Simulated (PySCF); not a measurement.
C₃H₆OS, SMILES C[C@@H]1OCS1.

Geometry optimised at PBE0-D3(BJ)/def2-SVP. The structure was generated by enumeration; whether it is a known compound was not checked.

Two levels are set side by side: TDA-PBE/def2-SVPD (PySCF) and TDA-B3LYP/def2-SVPD (PySCF). Vertical, same geometry. The lowest singlet is HOMO→LUMO 99 % with PBE and HOMO→LUMO 99 % with the other functional; states are paired by order. Differences are taken from unrounded values.

| quantity | TDA-PBE |
|---|---|
| lowest singlet excitation (eV) | 4.04 |
| lowest triplet excitation (TDA) (eV) | 3.62 |

Task: These are the TDA-PBE values. What does TDA-B3LYP give? (An estimate is asked for; the answer gives what the named calculation found.)

Result: 
```
quantity                              TDA-B3LYP  TDA-PBE minus TDA-B3LYP
------------------------------------  ---------  -----------------------
lowest singlet excitation (eV)             4.26                    -0.22
lowest triplet excitation (TDA) (eV)       3.81                    -0.18
```

A lower first singlet is the usual sign of a functional without exact exchange. Differences between two approximate levels are no errors against the true value.

Rough cost on one machine, each run with all the roots and properties that it gave: TDA-B3LYP against TDA-PBE about 3 times.
